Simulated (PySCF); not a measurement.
First SCF of a structure search on singlet H₂RuO₂, at a hand-made tetrahedral geometry. PySCF input:

```python
from pyscf import gto, scf, dft
mol = gto.M(atom='''
Ru     0.000000     0.000000     0.000000
O      0.000000     1.396300    -0.987200
O     -0.000000    -1.396300    -0.987200
H      1.282000     0.000000     0.906300
H     -1.282000     0.000000     0.906300''',
    basis={'Ru': 'def2-TZVP', 'O': 'def2-TZVP', 'H': 'def2-TZVP'},
    ecp={'Ru': 'def2-TZVP'},
    charge=0, spin=0)
mf = dft.RKS(mol, xc='PBE0')
mf.grids.atom_grid = (50, 194)
aux = {'Ru': 'def2-universal-JKFIT', 'O': 'def2-universal-JKFIT', 'H': 'def2-universal-JKFIT'}
mf = mf.density_fit(auxbasis=aux)
mf.conv_tol = 1e-08
mf.diis_space = 10
mf.max_cycle = 60
mf.init_guess = 'minao'
mf.verbose = 4
mf.kernel()
```

Excerpt of the output (cycles and frontier levels):

```
init E= -238.394724571399
  HOMO = -0.588847855006829  LUMO = -0.573184531899788  gap/eV = 0.42622
cycle= 1 E= -246.113359247979  delta_E= -7.72  |g|= 1.02  |ddm|= 4.23
  HOMO = -0.109911985685827  LUMO = 0.0230655197261574  gap/eV = 3.61850
cycle= 2 E= -245.632621757668  delta_E= 0.481  |g|= 1.83  |ddm|= 1.96
  HOMO = -0.270267929261134  LUMO = -0.175860535265954  gap/eV = 2.56896
cycle= 3 E= -246.353111701648  delta_E= -0.72  |g|= 0.169  |ddm|= 1.39
  HOMO = -0.288783550410923  LUMO = -0.18695269680299  gap/eV = 2.77096
cycle= 4 E= -246.32833468675  delta_E= 0.0248  |g|= 0.412  |ddm|= 0.238
  HOMO = -0.283065895100087  LUMO = -0.183598152298849  gap/eV = 2.70666
cycle= 5 E= -246.357447719148  delta_E= -0.0291  |g|= 0.0485  |ddm|= 0.175
  HOMO = -0.284554132310959  LUMO = -0.184596916464216  gap/eV = 2.71997
cycle= 6 E= -246.357823523274  delta_E= -0.000376  |g|= 0.00802  |ddm|= 0.0258
  HOMO = -0.285911106468397  LUMO = -0.185927886749518  gap/eV = 2.72068
cycle= 7 E= -246.357836605111  delta_E= -1.31e-05  |g|= 0.000951  |ddm|= 0.00727
  HOMO = -0.285867879167814  LUMO = -0.185905306132469  gap/eV = 2.72012
cycle= 8 E= -246.357836856659  delta_E= -2.52e-07  |g|= 0.000257  |ddm|= 0.00128
  HOMO = -0.28586323354012  LUMO = -0.185894616118663  gap/eV = 2.72028
cycle= 9 E= -246.357836877601  delta_E= -2.09e-08  |g|= 3.18e-05  |ddm|= 0.000286
  HOMO = -0.285865294157468  LUMO = -0.185896472075591  gap/eV = 2.72029
cycle= 10 E= -246.357836878712  delta_E= -1.11e-09  |g|= 1.34e-05  |ddm|= 0.000105
  HOMO = -0.28586564129208  LUMO = -0.185897744778902  gap/eV = 2.72027
Extra cycle  E= -246.357836878414  delta_E= 2.98e-10  |g|= 4.69e-05  |ddm|= 3.16e-05
converged SCF energy = -246.357836878414
```

No lower solution of this spin was found from smeared starts or by a stability analysis within the restricted form, which does not test spin polarisation.

The search for the lowest solution, 3 starts and the stability check together, took 6.5 s on 4 threads of a shared Arm Neoverse V2 host, with 114 basis functions; the process peaked at 0.59 GiB.
